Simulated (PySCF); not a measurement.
ZnCl, SMILES [Cl][Zn+], charge +1. Geometry: B3LYP-D3(BJ)/def2-TZVP. The spin state was assumed, not searched.

Give the equilibrium geometry at B3LYP-D3(BJ)/def2-TZVP (PySCF confirms it by a frequency run) as bond lengths and angles, and its point group. (An estimate is asked for; the answer gives what the named calculation found.)

point group C∞v.
Atoms: Zn1 Cl2. Bonds (Å): Zn1–Cl2 2.073.
Charge +1, spin multiplicity 1.
